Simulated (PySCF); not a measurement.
Delta-SCF ions had no search for a lower state. Excitations are Tamm–Dancoff values on a coarser integration grid. The basis has no diffuse functions, so Rydberg states are missing or too high.

**C₃H₆OS, SMILES `CC(=O)SC` (C–S–C–O torsion 0°) (charge 0, multiplicity 1)**

All values below come from TPSSh-D3(BJ)/def2-TZVP // B3LYP-D3(BJ)/def2-TZVP (PySCF).

```yaml
HOMO: -6.68 eV
dipole_moment: 1.22 D
LUMO: -1.02 eV
HOMO–LUMO gap: 5.66 eV
S1 excitation (TDA): 4.92 eV
S1 oscillator strength: 0.000
brightest of the four lowest singlets (TDA): 5.70 eV
T1 excitation (TDA): 4.38 eV
S1–T1 gap (TDA): 0.54 eV
vertical ionisation energy (Delta-SCF): 9.38 eV
total_energy: -591.4831 Ha
cost: roughly 11 core-minutes
```

```xyz
11

C      2.1339     0.2513    -0.2908
S      0.5251     0.9815     0.1036
C     -0.5739    -0.3464    -0.3692
C     -2.0273    -0.0092    -0.1443
O     -0.2017    -1.3995    -0.8201
H      1.9475    -0.7432    -0.6953
H      2.6415     0.8687    -1.0286
H      2.7342     0.1826     0.6138
H     -2.5525    -0.0849    -1.0975
H     -2.1653     0.9880     0.2705
H     -2.4545    -0.7498     0.5336
```
